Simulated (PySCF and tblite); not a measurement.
Values are calculated unless marked as measured or tabulated.
C5H10O2, numbered as in [CH3:1][O:2][C:3](=[O:4])[CH:5]([CH3:6])[CH3:7].

Conformers came from 90 starts (ETKDG and KDG, MMFF94s, GFN2-xTB); geometries are GFN2-xTB. Free energies are B3LYP-D3(BJ)/def2-SVP (IEF-PCM, chloroform) single points with GFN2-xTB rigid-rotor and vibrational terms (modes under about 100 cm⁻¹ blended into free rotors). Symmetry numbers and mirror images are counted. Conformers within 3 kcal/mol (GFN2-xTB free energy) were kept, 10 at most. Codes: tblite and PySCF.

Rotational constants are equilibrium values for the commonest isotopes; dipoles come from the energy level named and are polarised by its solvent model.

Torsions listed: C1–O2–C3–O4, O2–C3–C5–C6. Of a mirror pair one member is shown.

```csv
conformer,shape,symmetry,weight %
1,"0°, 139°",C1 (pair),86.9
2,"0°, -61°",Cs,13.1
```

Sets of constants, in random order:

```
set  A (MHz)  B (MHz)  C (MHz)  abs μa (D)  abs μb (D)  abs μc (D)
  P     4819     1699     1555        0.41        1.52        1.25
  Q     4079     1817     1739        0.36        2.14        0.01
```

Match each set to its conformer.

P is conformer 1, Q is conformer 2.


Conformer gaps in def2-SVP on xTB geometries can be 2 kcal/mol too large for S=O, P=O and other polar bonds.